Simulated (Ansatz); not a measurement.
Born–Oppenheimer molecular dynamics of Cl3H2Sn (6 atoms, charge 0, multiplicity 2). It starts at the highest image of a converged band, a first-order saddle point between two minima.

All numbers below come from UKS B3LYP-D4/def2-SVP in Ansatz 0.2.0.

| Item | Value |
| --- | --- |
| ensemble | NVE (velocity Verlet) |
| time step | 0.5 fs |
| steps asked | 200 |
| starting velocities drawn for | 300 K |
| seed | 9780 |

Frames 1 fs apart, positions in Å.

Velocities at 65 fs (Å/ps):

```
Sn 0.52 0.06 -0.73
Cl -0.40 0.96 1.16
H -14.47 6.07 -22.39
Cl -0.09 0.04 0.03
Cl -0.42 -0.35 0.76
H -14.90 -36.56 40.55
```

```xyz
6
Properties=species:S:1:pos:R:3 time_fs=65 energy_less_start_eV=-0.062 T=421
Sn -0.015 -0.007 0.048
Cl -0.015 0.069 2.383
H 1.520 0.044 -0.621
Cl -1.087 1.947 -0.767
Cl -1.079 -1.932 -0.724
H -0.890 -2.203 6.063
6
Properties=species:S:1:pos:R:3 time_fs=66 energy_less_start_eV=-0.057 T=410
Sn -0.015 -0.007 0.047
Cl -0.015 0.070 2.385
H 1.508 0.050 -0.644
Cl -1.087 1.947 -0.767
Cl -1.079 -1.933 -0.724
H -0.905 -2.240 6.104
6
Properties=species:S:1:pos:R:3 time_fs=67 energy_less_start_eV=-0.054 T=404
Sn -0.014 -0.007 0.046
Cl -0.016 0.071 2.386
H 1.502 0.056 -0.667
Cl -1.087 1.947 -0.767
Cl -1.080 -1.933 -0.723
H -0.920 -2.276 6.144
6
Properties=species:S:1:pos:R:3 time_fs=68 energy_less_start_eV=-0.052 T=401
Sn -0.013 -0.006 0.045
Cl -0.016 0.072 2.387
H 1.500 0.060 -0.690
Cl -1.087 1.947 -0.767
Cl -1.080 -1.933 -0.722
H -0.935 -2.313 6.185
6
Properties=species:S:1:pos:R:3 time_fs=69 energy_less_start_eV=-0.051 T=398
Sn -0.013 -0.006 0.045
Cl -0.017 0.073 2.388
H 1.502 0.064 -0.713
Cl -1.087 1.947 -0.767
Cl -1.081 -1.934 -0.721
H -0.950 -2.349 6.225
6
Properties=species:S:1:pos:R:3 time_fs=70 energy_less_start_eV=-0.048 T=393
Sn -0.013 -0.006 0.044
Cl -0.017 0.074 2.389
H 1.507 0.067 -0.734
Cl -1.087 1.946 -0.767
Cl -1.082 -1.934 -0.721
H -0.965 -2.386 6.266
6
Properties=species:S:1:pos:R:3 time_fs=71 energy_less_start_eV=-0.043 T=384
Sn -0.012 -0.006 0.043
Cl -0.017 0.075 2.390
H 1.514 0.069 -0.753
Cl -1.087 1.946 -0.766
Cl -1.082 -1.935 -0.720
H -0.980 -2.422 6.306
6
Properties=species:S:1:pos:R:3 time_fs=72 energy_less_start_eV=-0.038 T=373
Sn -0.012 -0.005 0.042
Cl -0.018 0.075 2.392
H 1.520 0.069 -0.769
Cl -1.087 1.946 -0.766
Cl -1.083 -1.935 -0.719
H -0.995 -2.458 6.346
6
Properties=species:S:1:pos:R:3 time_fs=73 energy_less_start_eV=-0.033 T=363
Sn -0.011 -0.005 0.041
Cl -0.018 0.076 2.393
H 1.524 0.069 -0.781
Cl -1.088 1.945 -0.766
Cl -1.084 -1.936 -0.718
H -1.009 -2.495 6.387
6
Properties=species:S:1:pos:R:3 time_fs=74 energy_less_start_eV=-0.030 T=358
Sn -0.011 -0.004 0.040
Cl -0.019 0.077 2.393
H 1.526 0.068 -0.788
Cl -1.088 1.944 -0.765
Cl -1.085 -1.937 -0.717
H -1.024 -2.531 6.427
6
Properties=species:S:1:pos:R:3 time_fs=75 energy_less_start_eV=-0.030 T=358
Sn -0.010 -0.004 0.039
Cl -0.019 0.078 2.394
H 1.526 0.065 -0.791
Cl -1.088 1.944 -0.765
Cl -1.086 -1.938 -0.716
H -1.039 -2.568 6.467
6
Properties=species:S:1:pos:R:3 time_fs=76 energy_less_start_eV=-0.033 T=365
Sn -0.009 -0.003 0.038
Cl -0.020 0.079 2.395
H 1.523 0.062 -0.789
Cl -1.089 1.943 -0.764
Cl -1.087 -1.938 -0.715
H -1.054 -2.604 6.507
```

Of the whole run (100 fs, mean temperature of the second half 419 K): The conserved energy stayed within 0.021 meV per atom of its start (net change 0.018 meV per atom), so the integration is sound. The kinetic energy rose, since the run started high on the potential surface and went downhill. It ends in pieces (Cl3HSn + H), so much of that is their flight and rotation, not heat. A run of 0.1 ps of so small a system gives no equilibrium averages.

Run time: 11 min on 4 threads of Arm Neoverse N1, with other jobs on the host, peak memory 0.3 GiB.
